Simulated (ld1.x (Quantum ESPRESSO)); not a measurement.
**In: one change to a TM potential, before and after**

- Element: In
- Generator: ld1.x (Quantum ESPRESSO) 7.5
- Type: norm-conserving Troullier–Martins (Kleinman–Bylander form)
- Functional: PBE
- Relativity: scalar-relativistic
- Frozen core: [Kr] 4d10
- Valence charge: 3
- Reference configuration: 5s2 5p0.5 (charge +0.5)
- Partial waves: 5p (bound): rc 2.05 bohr; 5d channel at -0.05 Ry: rc 1.95 bohr; 5s (bound): rc 1.95 bohr
- Local potential: the s channel
- Core correction: none

Change: wave 5p (bound): rc 2.05 bohr becomes 5p (bound): rc 1.36 bohr.

Cutoffs: the cutoffs (Ry, on a coarse ladder) from which the occupation-weighted sum of valence levels, in a spherical-Bessel basis at the reference potential, stays within 10 and 1 mRy of its value at 400 Ry; they do not see the model core or the augmentation charge, which bear on the density cutoff. Errors are all-electron minus pseudo energies relative to the spin-unpolarised reference configuration.

Problem. How do hardness, ghosts and transferability respond?

Solution. The bound ghosts move from d to d, p; of the 7 tests that both files solve, the error grows in 7 and shrinks in 0 by more than 15 % and 0.3 meV (median size 20.0 → 56.2 meV). That the errors move this way runs against the usual rule that smaller radii transfer better.

```tsv
quantity	base	changed
cutoff, loose	18 Ry	300 Ry
cutoff, tight	30 Ry	over 300 Ry
loose cutoff by channel (10 mRy a level)	p 6 Ry, s 8 Ry	p 300 Ry, s 8 Ry
bound ghosts	d	p, d
error for 5s2 5p1, meV [ΔE -1.94 eV]	+5.9	+13
error for 5s2 5p0, meV [ΔE 3.42 eV]	+9.2	+39
error for 5s1 5p0, meV [ΔE 22.66 eV]	+106	+125
error for 5s1 5p1, meV [ΔE 10.02 eV]	+20	+56
error for 5s1 5p2, meV [ΔE 3.90 eV]	+48	+149
error for 5s2 5p1.3, meV [ΔE -2.47 eV]	+12	+24
error for 5s0 5p3, meV [ΔE 10.01 eV]	+163	+433
```

 A true bound ghost makes a file unfit for plane-wave use even where its test errors are small: the radial tests pick states by their node count and pass the ghost by.
